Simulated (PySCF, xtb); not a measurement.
silicon dioxide molecule (O2Si), SMILES O=[Si]=O.

GFN2-xTB run with xtb at its own geometry gives an orbital gap of 7.87 eV and a dipole moment of 0.00 D.

Coordinates come from a ωB97X-D3(BJ)/def2-TZVP optimisation.

**Question.** What does r2SCAN/def2-TZVPD run with PySCF give? (An estimate is asked for; the answer gives what the named calculation found.)

**Answer.** gap 4.54 eV (levels -8.79 and -4.25 eV), dipole 0.00 D.
